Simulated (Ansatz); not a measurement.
Ansatz results at the PBE0-D4/def2-TZVP geometry: size of the dipole moment (PBE/def2-TZVPP) 5.04 D; HOMO energy (PBE/def2-TZVPP) -6.22 eV; HOMO–LUMO gap (PBE/def2-TZVPP) 5.39 eV.

Which molecule gave them?
A. `[OH][Ga-]([OH])([OH])[PH3+]`
B. `C[B-](C)([NH3+])Cl`
C. `[CH3][Al-]([CH3])([OH2+])[Cl]`
D. `C[NH2+][GaH3-]`

D. The others give `C[B-](C)([NH3+])Cl`: 5.43, -5.93, 5.04; `[CH3][Al-]([CH3])([OH2+])[Cl]`: 4.01, -6.06, 4.81; `[OH][Ga-]([OH])([OH])[PH3+]`: 3.05, -6.43, 5.45.
